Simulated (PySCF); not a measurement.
# Mn (manganese, neutral) across methods

[Ar] 3d5 4s1 5s1, high-spin 8S determinant (an excited configuration). Computed with PySCF 2.14 in aug-cc-pVTZ with one added diffuse shell each of s, p, d, f, g type (9s8p6d4f3g, 118 functions), with the non-relativistic Hamiltonian (point nucleus).

```
 method  E (hartree)  mean ε 3d α (eV)  mean ε 4s α (eV)  mean ε 5s α (eV)  Σ⟨r²⟩ (bohr²)    ⟨S²⟩
    LDA    -1148.452           -13.024            -9.112            -1.625          100.6  15.750
r2SCAN0    -1150.799           -15.579            -9.853            -1.808          104.6  15.750
    PBE    -1150.583           -12.820            -8.860            -1.637          101.4  15.750
   PBE0    -1150.624           -15.182            -9.591            -1.888          103.6  15.750
    UHF  -1149.73636           -21.842           -11.496            -2.373          114.8  15.750
  B3LYP    -1150.851           -14.646            -9.479            -1.754          104.3  15.750
 PBEsol    -1149.470           -12.867            -8.907            -1.617          101.7  15.750
 r2SCAN    -1150.812           -13.325            -9.139            -1.585          102.9  15.750
```

The outer electron is Rydberg-like, and this basis confines it to a smaller radius and binds it less than a complete one would.
